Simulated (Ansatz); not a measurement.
# Relaxing a trial structure of F6SiSn

The starting geometry of this gas-phase triplet was optimised with GFN2-xTB as a singlet; its bonds are those of `F[Si](F)(F)[Sn]([F])([F])[F]`.

```xyz
8

F    -0.9849   -3.4334    3.7436
F    -0.6625   -4.4285    1.4303
F    -3.0042   -3.9795    2.3054
F    -2.5361    0.2304    2.2472
F     0.3355   -0.2972    1.2101
F    -2.1058   -0.9777   -0.5720
Si   -1.5342   -3.4443    2.2788
Sn   -1.4581   -1.0928    1.2776
```

Question: Predict what it relaxes into with PBE0-D4/def2-SVP.

Answer: A bond breaks, giving a structure with F2 bridging Sn8 and Si7, F4 bridging Sn8 and Si7, given below by its coordinates. Distances that change by over a tenth: F2–Sn8 (3.43 → 2.35 Å), F4–Si7 (3.81 → 2.00 Å). Contacts that open: Si7–Sn8 (2.56 → 3.27 Å).

The energy falls by 3.45 eV over 43 steps:

| step | E − E(last) (eV) |
| --- | --- |
| 1 | 3.446 |
| 6 | 0.978 |
| 10 | 0.718 |
| 15 | 0.690 |
| 20 | 0.575 |
| 24 | 0.444 |
| 29 | 0.258 |
| 34 | 0.029 |
| 38 | 0.002 |
| 43 | 0.000 |

Final geometry (Å):

```xyz
8

F    -0.8755   -3.3716    3.5766
F    -1.4994   -3.2949    1.0862
F    -2.6948   -4.8721    2.6142
F    -1.8832   -1.3632    2.4268
F     0.0474    0.5917    1.3205
F    -2.1174   -0.6876   -0.5111
Si   -2.2008   -3.3266    2.6507
Sn   -0.7267   -1.0988    0.7572
```

The end wasn't checked by frequencies. Open shells are spin-unrestricted. The triplet needn't be the ground state. Atoms past krypton carry core potentials, without spin–orbit terms. Run with Ansatz 0.2.0, 5 min on 2 threads of Arm Neoverse V2, on a shared host.
